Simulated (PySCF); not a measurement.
## `N#C[SiH2]N[SiH2][Si@H](O)[SiH3]`, CH10N2OSi4

Molfile (atoms numbered from 1):
```
CH10N2OSi4
     RDKit          3D

 18 17  0  0  0  0  0  0  0  0999 V2000
   -0.8238   -3.1068    0.5350 N   0  0  0  0  0  0  0  0  0  0  0  0
   -1.6389   -2.3000    0.5679 C   0  0  0  0  0  0  0  0  0  0  0  0
   -2.8199   -0.8439    0.6323 Si  0  0  0  0  0  4  0  0  0  0  0  0
   -1.8351    0.5302    0.9343 N   0  0  0  0  0  0  0  0  0  0  0  0
   -0.6410    1.3189   -0.0937 Si  0  0  0  0  0  4  0  0  0  0  0  0
    1.1505   -0.0295   -0.7008 Si  0  0  2  0  0  4  0  0  0  0  0  0
    1.4484   -1.2452    0.3397 O   0  0  0  0  0  0  0  0  0  0  0  0
    3.2151    1.0060   -0.7495 Si  0  0  0  0  0  4  0  0  0  0  0  0
   -3.4657   -0.8106   -0.6794 H   0  0  0  0  0  0  0  0  0  0  0  0
   -3.7159   -1.0521    1.7664 H   0  0  0  0  0  0  0  0  0  0  0  0
   -1.9975    0.9873    1.8158 H   0  0  0  0  0  0  0  0  0  0  0  0
   -1.4085    1.8272   -1.2442 H   0  0  0  0  0  0  0  0  0  0  0  0
   -0.2958    2.4970    0.7183 H   0  0  0  0  0  0  0  0  0  0  0  0
    0.8012   -0.6389   -2.0084 H   0  0  0  0  0  0  0  0  0  0  0  0
    0.8725   -2.0007    0.4766 H   0  0  0  0  0  0  0  0  0  0  0  0
    3.5516    1.6954    0.5021 H   0  0  0  0  0  0  0  0  0  0  0  0
    4.3541    0.1290   -1.0344 H   0  0  0  0  0  0  0  0  0  0  0  0
    3.2400    2.0430   -1.7898 H   0  0  0  0  0  0  0  0  0  0  0  0
  1  2  3  0
  2  3  1  0
  3  4  1  0
  4  5  1  0
  5  6  1  0
  6  7  1  0
  6  8  1  0
  3  9  1  0
  3 10  1  0
  4 11  1  0
  5 12  1  0
  5 13  1  0
  6 14  1  6
  7 15  1  0
  8 16  1  0
  8 17  1  0
  8 18  1  0
M  END
```

Computed, not measured: PySCF 2.14.0, GIAO HF/pcSseg-1 magnetisability, rotational g tensor and spin-rotation constants, non-relativistic, gas phase. Geometry: GFN2-xTB.

**Question.** Give the nuclear spin-rotation constants along the inertial axes (H = +C I·J) beside the isotropic shieldings.

**Answer.** Rotational constants 1.6817, 0.5573, 0.4393 GHz. A star marks the isotopologue with that one atom substituted, in its own axes.
| atom | isotope | Caa (kHz) | Cbb (kHz) | Ccc (kHz) | mean (kHz) | σ (ppm) |
| --- | --- | --- | --- | --- | --- | --- |
| N1 | 14N | 0.387 | 0.032 | 0.115 | 0.178 | -90.8 |
| N4 | 14N | 0.045 | 0.010 | 0.007 | 0.021 | 280.3 |
| H9 | 1H | -0.145 | -0.054 | 0.014 | -0.062 | 27.6 |
| H10 | 1H | -0.014 | -0.056 | -0.020 | -0.030 | 27.7 |
| H11 | 1H | -0.183 | -0.060 | -0.017 | -0.087 | 31.7 |
| H12 | 1H | -0.152 | -0.028 | -0.001 | -0.060 | 27.8 |
| H13 | 1H | -0.140 | -0.018 | -0.013 | -0.057 | 27.7 |
| H14 | 1H | -0.130 | -0.047 | 0.015 | -0.054 | 26.9 |
| H15 | 1H | -0.048 | -0.031 | -0.052 | -0.044 | 28.4 |
| H16 | 1H | -0.142 | -0.051 | 0.006 | -0.062 | 28.7 |
| H17 | 1H | -0.079 | -0.006 | -0.044 | -0.043 | 28.6 |
| H18 | 1H | -0.107 | -0.026 | -0.026 | -0.053 | 29.3 |
| C2 | 13C* | 0.649 | 0.047 | 0.212 | 0.303 | 52.3 |
| Si3 | 29Si* | -0.812 | -0.300 | -0.222 | -0.444 | 450.1 |
| Si5 | 29Si* | -0.811 | -0.294 | -0.251 | -0.452 | 436.3 |
| Si6 | 29Si* | -0.938 | -0.294 | -0.246 | -0.492 | 420.0 |
| O7 | 17O* | -0.011 | -0.035 | -0.031 | -0.026 | 340.4 |
| Si8 | 29Si* | -0.762 | -0.252 | -0.207 | -0.407 | 491.7 |

For the geometry as given, no vibrational averaging.

**Question.** How do the rotational constants and the g tensor change when H9, H10, H11, H12, H13, H14, H15, H16, H17, H18 are replaced by deuterium?

**Answer.** Constants 1.4950, 0.5038, 0.4022 GHz; g -0.0396, -0.0091, -0.0110, against -0.0443, -0.0101, -0.0120 before.
